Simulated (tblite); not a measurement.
Species: C₅H₁₃NOSi.
Numbering: `[CH3:1][CH2:2][N:3]([CH2:4][SiH3:5])[C:6]([CH3:7])=[O:8]` (hydrogens: H9, H10, H11 on C1; H12, H13 on C2; H14, H15 on C4; H16, H17, H18 on Si5; H19, H20, H21 on C7)

Computed geometry: GFN2-xTB, gas phase.

(1) Give the optimised bond lengths and angles.

Results:

(1) 
```
                  bond  length (Å)   order
                 C1–C2       1.530  single
                 C2–N3       1.443  single
                 N3–C4       1.455  single
                C4–Si5       1.913  single
                 N3–C6       1.350  single
                 C6–C7       1.515  single
                 C6=O8       1.220  double
 C1–H9, C1–H10, C1–H11       1.087  single
        C2–H12, C2–H13       1.093  single
        C4–H14, C4–H15       1.091  single
      Si5–H16, Si5–H17       1.467  single
               Si5–H18       1.453  single
C7–H19, C7–H20, C7–H21       1.087  single
```

Bonds in one row agree within 0.01 Å and their mean is given. Orders are formal, as drawn. A selection of angles:
```
    angle  degrees
 C1–C2–N3    112.4
 C2–N3–C4    117.2
 C2–N3–C6    125.9
 C4–N3–C6    116.9
N3–C4–Si5    111.2
 N3–C6–C7    117.4
 N3–C6–O8    120.8
 C7–C6–O8    121.7
```

Torsions: C1–C2–N3–C4 -85° (synclinal); C2–N3–C4–Si5 -101° (anticlinal); C2–N3–C6–C7 -4° (synperiplanar). The mirror-image conformer, all signs reversed, is as good.

N3 (amide nitrogen) is planar (angles 125.9°, 117.2° and 116.9°, sum 360.0°, 0.01 Å off the plane of its three neighbours). Of the pairs four or more bonds apart, C7···H12 is among the closest relative to their van der Waals radii: 2.51 Å, 86 % of the sum of Bondi's values. The C–N distances run from 1.350 Å (N3–C6, drawn single) to 1.455 Å (N3–C4, drawn single), a spread of 0.105 Å. Si5 (SiH3 silicon) is tetrahedral (angles from 106.4° to 111.9°).

Point group: C1 (no symmetry element, even within 0.4 Å). Its GFN2-xTB frequencies are all real (lowest 15 cm⁻¹). One conformer, not necessarily the lowest.
